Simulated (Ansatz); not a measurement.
The cluster Zn₃O₃⁺. Total charge 1; doublet. Geometry r2SCAN-D4/def2-SVP, that of the neutral singlet; atoms count from 1.

```xyz
6

Zn   -0.872   -0.333    1.179
Zn    1.429   -0.468   -0.035
Zn   -0.557    0.802   -1.144
O     0.744   -1.071    1.528
O     1.164    0.445   -1.575
O    -1.908    0.625    0.047
```

The structure comes from a short search, and lower isomers may exist.

(1) Estimate the Mulliken populations from the PBE0/def2-TZVP orbitals of Ansatz.

(2) Where does the spin sit?

(3) And the Mayer bond orders between bonded heavy atoms (over 0.3)?

Answers

(1) 
| atom | charge (e) | spin (α − β) | d electrons |
| --- | --- | --- | --- |
| Zn1 | 0.76 | -0.01 | 10.03 |
| Zn2 | 0.76 | -0.01 | 10.03 |
| Zn3 | 0.79 | -0.09 | 10.01 |
| O4 | -0.53 | -0.03 | – |
| O5 | -0.39 | 0.56 | – |
| O6 | -0.39 | 0.56 | – |
Mulliken values and Mayer orders depend strongly on the basis.

(2) Summed by element: Zn -0.10, O 1.10, of 1 unpaired in all. Largest on single atoms: O5 0.56, O6 0.56, Zn3 -0.09.

(3) Zn1–O4 1.03 (1.81 Å); Zn1–O6 0.74 (1.81 Å); Zn2–O4 1.03 (1.81 Å); Zn2–O5 0.74 (1.81 Å); Zn3–O5 0.92 (1.81 Å); Zn3–O6 0.92 (1.81 Å). Values over 0.3 also appear between atoms too far apart for a bond (O5–O6 0.35 at 3.48 Å); they arise where an orbital or an unpaired electron spreads over both atoms.
